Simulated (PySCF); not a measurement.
# C₆ coefficients of unlike pairs at PBE

Calculated with PySCF 2.14 from the dipole response of each species, C₆(A,B) = (3/π) ∫ α_A(iu) α_B(iu) du, in atomic units, from isotropic polarisabilities. For ions this is the dispersion term alone; charge-induced terms of lower order in 1/R come first.

```json
{"species": "Si³⁺", "configuration": "[Ne] 3s1 (2S)", "basis": "aug-cc-pVDZ-DK (5s4p2d)", "relativity": "spin-free X2C", "α (bohr³)": "7.197", "C₆ (like pair)": "13.28"}
{"species": "Sn³⁺", "configuration": "[Kr] 4d10 5s1 (2S)", "basis": "aug-cc-pwCVTZ-DK3 (10s9p7d4f1g)", "relativity": "spin-free X2C", "α (bohr³)": "8.839", "C₆ (like pair)": "35.82"}
{"species": "Ga", "configuration": "[Ar] 3d10 4s2 4p1 (2P)", "basis": "aug-cc-pVTZ-PP with ECP10MDF (6s5p4d2f)", "relativity": "core potential", "α (bohr³)": "64.60", "C₆ (like pair)": "544.0"}
{"species": "Nb³⁺", "configuration": "[Kr] 4d2 (3F)", "basis": "aug-cc-pwCVDZ-PP with ECP28MDF (6s6p5d3f)", "relativity": "core potential", "α (bohr³)": "6.075", "C₆ (like pair)": "25.98"}
```

Q: Estimate C₆ for Nb³⁺ with Sn³⁺.

A: The integral gives 30.13. The combination rule 2 C_A C_B / (C_A α_B/α_A + C_B α_A/α_B) gives 29.82 and the geometric mean 30.50.

No spin-orbit coupling is included.

The other pairs:

```json
{"pair": "Ga, Sn³⁺", "C₆": "118.6"}
{"pair": "Sn³⁺, Si³⁺", "C₆": "20.09"}
{"pair": "Nb³⁺, Si³⁺", "C₆": "16.14"}
{"pair": "Nb³⁺, Ga", "C₆": "92.38"}
{"pair": "Ga, Si³⁺", "C₆": "82.29"}
```
